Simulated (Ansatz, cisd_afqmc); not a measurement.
System: CH$_{5}$Ge, charge 0, doublet. CH5Ge (SMILES [CH3][GeH2], doublet).
B3LYP-D3(BJ)/def2-TZVP minimum from Ansatz (a quantum-chemistry and plane-wave program):
```xyz
7

Ge     0.3556    -0.0716    -0.2023
C     -1.2649     0.3943     0.8289
H      0.8523    -1.4935     0.1660
H      0.0746    -0.0113    -1.7259
H     -2.0575    -0.3195     0.5955
H     -1.6035     1.3956     0.5680
H     -1.0572     0.3545     1.8969
```
Charge 0, spin multiplicity 2.

Atomisation energy term by term, kcal/mol (programs: Ansatz, cisd_afqmc). UHF or UKS for unpaired electrons; spin-orbit terms are left out. Correlated methods leave the cores frozen (noble-gas shells, and filled d and f shells in the p block). No relativity. AFQMC/CISD: phaseless, guided by CISD from CCSD amplitudes; bars are statistical, one sigma. Outlying blocks are dropped, and bars are widened where a walk drifts. Over all cases where full CI ran beside it in this data, AFQMC minus full CI had a median of +0.1 mEh and passed +0.4 mEh in a tenth of the cases. CBS(X,Y): correlation extrapolated as X^-3, Hartree-Fock from the larger set. A bracket is a step between two methods taken in the basis named. Where a partner has so few electrons that a lower coupled-cluster level is exact, that level stands in.

| term | basis | kcal/mol |
|---|---|---|
| Hartree-Fock | cc-pVQZ | 385.52 |
| CCSD correlation | CBS(cc-pVTZ,cc-pVQZ) | 116.07 |
| (T) | CBS(cc-pVTZ,cc-pVQZ) | 5.01 |
| CCSDT(Q) - CCSD(T) | cc-pVTZ | 0.16 |
| sum: De |  | 506.8 |

The step beyond CCSD(T) by other levels: AFQMC/CISD in cc-pVDZ 0.04 ± 0.21; CCSDT(Q) in cc-pVDZ 0.36 kcal/mol.
